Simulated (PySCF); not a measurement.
**`C[Se]C1=C[C@H]2C=C[C@@H]1C2`, C8H10Se**

Geometry (Å), atoms numbered from 1 in this order:
```xyz
19

C     3.3313   -0.0622   -0.3362
Se    2.0536   -1.4040    0.2244
C     0.5140   -0.3426    0.1647
C     0.3154    0.9393   -0.1834
C    -1.2014    1.1720   -0.1239
C    -1.8412    0.3027   -1.2148
C    -1.6379   -0.9721   -0.8672
C    -0.8681   -0.9536    0.4574
C    -1.5277    0.2873    1.1015
H     3.3231    0.7821    0.3665
H     3.0945    0.2861   -1.3507
H     4.3227   -0.5339   -0.3301
H     1.0449    1.6713   -0.5274
H    -1.5202    2.2221   -0.0949
H    -2.3058    0.6829   -2.1254
H    -1.8951   -1.8733   -1.4244
H    -0.8611   -1.8898    1.0310
H    -1.0239    0.6189    2.0217
H    -2.6069    0.1570    1.2725
```

Theory: PySCF, quadratic response CAM-B3LYP/aug-cc-pVDZ first hyperpolarisability, Taylor convention, gas phase. Geometry: PBE0-D3(BJ)/def2-SVP.

The calculation is non-relativistic, which matters for the atoms heavier than Zn.

(1) Give the tensor of the second harmonic β(−2ω;ω,ω) at 1907 nm in the axes of these coordinates.

Answers

(1) In au, Taylor convention; rows are the first index (the induced dipole):
|  | xx | yy | zz | xy | xz | yz |
| --- | --- | --- | --- | --- | --- | --- |
| x | +189.9 | +10.5 | -33.1 | -41.2 | +22.9 | -1.9 |
| y | -43.1 | +68.0 | +66.9 | +10.2 | -2.0 | +31.9 |
| z | +22.9 | +31.8 | -37.3 | -2.0 | -33.2 | +66.6 |

Norm of βᵢ = ⅓ Σⱼ (βᵢⱼⱼ + βⱼᵢⱼ + βⱼⱼᵢ): 192.0 au, hyper-Rayleigh value 96.8 au.
